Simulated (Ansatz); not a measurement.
Molecule: CH4NO (charge +1, singlet). It need not be the lowest isomer of its formula. 
Coordinates optimised at B3LYP-D3(BJ)/def2-TZVP (Ansatz, an electronic-structure program):
SMILES: NC=[OH+]
```xyz
7

N     -1.0990     0.2421     0.0493
C      0.1829     0.3869    -0.0655
O      1.0650    -0.5432    -0.0064
H     -1.5501    -0.6536     0.2031
H     -1.7032     1.0534    -0.0146
H      0.5909     1.3796    -0.2292
H      0.7372    -1.4496     0.1397
```
Charge +1, spin multiplicity 1.

Basis-set convergence of Hartree-Fock and MP2 correlation energies (hartree) with Ansatz. Correlated levels leave the core frozen unless marked. Spin-orbit coupling is left out. Non-relativistic.

| basis | functions | E(HF) | E(corr, MP2) |
|---|---|---|---|
| cc-pVDZ | - | -169.28572 | -0.47526 |
| cc-pVTZ | 146 | … | … |

Problem. Fill in the missing entries.

Solution. 
- cc-pVTZ, E(HF): -169.33811
- cc-pVTZ, E(corr, MP2): -0.59230
